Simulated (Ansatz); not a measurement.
Basis sets compared for the cluster Cs₂F (the lowest doublet isomer of a short search). The state is a doublet with charge 0. Geometry PBE0-D4/def2-TZVP. Ansatz on 4 threads of AMD EPYC 7571 on a shared host; times are rough, and most runs start from earlier orbitals.

| atom | x (Å) | y (Å) | z (Å) |
| --- | --- | --- | --- |
| Cs1 | -0.527 | -1.367 | -1.827 |
| Cs2 | -0.036 | 1.747 | 1.559 |
| F3 | 0.563 | -0.380 | 0.268 |

In the def2 sets Cs takes a core potential; there is no spin–orbit coupling. The structure comes from a short search, and lower isomers may exist.

Binding counts from free atoms (Cs doublet, F doublet) in the same basis, without a counterpoise term.

```
              level  functions  energy (Eh)  HOMO (eV)  LUMO (eV)  binding per atom (eV)  wall time
    PBE-D4/def2-SVP         62    -140.0625      -1.87      -1.44                   2.07      2.5 s
   PBE-D4/def2-TZVP         89    -140.1964      -1.86      -1.37                   2.11      3.9 s
r2SCAN-D4/def2-TZVP         89    -140.2521      -1.82      -1.23                   2.06        7 s
   PBE0-D4/def2-SVP         62    -140.0445      -2.13      -1.00                   1.95        4 s
  PBE0-D4/def2-TZVP         89    -140.1769      -2.13      -0.99                   2.00       19 s
```

Task: Estimate the rows for PBE-D4/def2-TZVPD, r2SCAN-D4/def2-TZVPD, PBE0-D4/def2-TZVPD.

Result: 
```json
{"level": "PBE-D4/def2-TZVPD", "functions": "104", "energy (Eh)": "-140.1992", "HOMO (eV)": "-1.86", "LUMO (eV)": "-1.36", "binding per atom (eV)": "2.13", "wall time": "4.8 s"}
{"level": "r2SCAN-D4/def2-TZVPD", "functions": "104", "energy (Eh)": "-140.2547", "HOMO (eV)": "-1.81", "LUMO (eV)": "-1.26", "binding per atom (eV)": "2.08", "wall time": "9.5 s"}
{"level": "PBE0-D4/def2-TZVPD", "functions": "104", "energy (Eh)": "-140.1795", "HOMO (eV)": "-2.13", "LUMO (eV)": "-0.99", "binding per atom (eV)": "2.02", "wall time": "4.2 s"}
```
